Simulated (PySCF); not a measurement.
**Rh: excitation energy**

Rh [Kr] 4d8 5s1 (4F) → Rh [Kr] 4d7 5s1 5p1 (high-spin determinant), as a difference of total energies. Calculation: PySCF 2.14, in ANO-RCC-VDZP (6s5p3d1f, 43 functions); scalar relativity by spin-free X2C-1e. Correlated levels: valence: [Kr] frozen. The calculations carry no spin-orbit coupling.

```json
{"method": "UHF", "excitation energy (eV)": "3.510"}
{"method": "MP2 (valence)", "excitation energy (eV)": "4.861"}
{"method": "SCS-MP2 (valence)", "excitation energy (eV)": "4.978"}
{"method": "CCSD (valence)", "excitation energy (eV)": "4.657"}
{"method": "CCSD(T) (valence)", "excitation energy (eV)": "4.681"}
{"method": "CCSDT (valence)", "excitation energy (eV)": "4.641"}
```

**Question.** How much does correlation contribute at CCSD(T) (valence)?

**Answer.** 4.681 − (3.510) = 1.171 eV, measured against UHF.

A first-order spin-orbit estimate (lowest level to lowest level, LS coupling) adds 0.049 eV.

The basis was made for the ground configuration and has no added diffuse functions, so the excitation energy can come out too high.

The determinant of the upper state mixes LS terms, which raises its energy above the lowest term, most at the Hartree-Fock and MP2 levels.
